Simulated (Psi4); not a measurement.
F₆Ti (SMILES [F][Ti-2]([F])([F])([F])([F])[F]), charge -2, singlet, geometry from GFN2-xTB (such geometries of metal compounds can be far from the true shape) (a gas-phase anion, which may not be bound at this level), with bond 2-1 at 1.3 times its length. Base run: Psi4 with B3LYP/6-31G.

The Psi4 input:
```
memory 2 GB

molecule {
-2 1
  Ti   -0.00000000    0.00000000    0.00000000
  F     1.43456056   -0.59483988   -1.84494090
  F    -1.10350812    0.45756914    1.41918531
  F    -1.17988332    0.81162927   -1.17911828
  F    -0.91177399   -1.60408075   -0.19178056
  F     0.91177399    1.60408075    0.19178056
  F     1.17988332   -0.81162927    1.17911828
}

set basis 6-31g

energy('b3lyp')
print_variables()
```

Each row names what was changed in the base input (with any setting that the change needs).

| change | ΔE vs base (mEh) | SCF cycles | grid points | basis functions | outcome |
|---|---|---|---|---|---|
| base | 0.000 | 11 | 152955 | 83 | converged |
| scf_initial_accelerator = ediis | 0.000 | 11 | 152955 | 83 | converged |
| dft_radial_points = 99 | -0.002 | 11 | 202021 | 83 | converged |
| scf_type = dfdirj+link | -0.037 | 11 | 152955 | 83 | converged |
| guess = core | 0.000 | 19 | 152955 | 83 | converged |
| dft_spherical_points = 974 | 0.178 | 11 | 491748 | 83 | converged |
| dft_radial_points = 50 | -0.099 | 11 | 103249 | 83 | converged |
| damping_percentage = 20 | -0.001 | 21 | 152955 | 83 | converged |
| df_basis_scf = cc-pvtz-jkfit | - | - | - | 83 | input refused |
| d_convergence = 1e-8 | 0.000 | 14 | 152955 | 83 | converged |
| e_convergence = 1e-4 | 0.000 | 11 | 152955 | 83 | converged |
| df_basis_scf = cc-pvqz-jkfit | - | - | - | 83 | input refused |
| dft_nuclear_scheme = stratmann | 0.172 | 11 | 140430 | 83 | converged |

A gas-phase anion may not be bound at this level; its values then depend on the basis.

- df_basis_scf = cc-pvtz-jkfit: ended with `psi4.driver.qcdb.exceptions.BasisSetNotFound: BasisSet::construct: Unable to find a basis set for atom 1 for key JKFIT among:`
- df_basis_scf = cc-pvqz-jkfit: ended with `psi4.driver.qcdb.exceptions.BasisSetNotFound: BasisSet::construct: Unable to find a basis set for atom 1 for key JKFIT among:`
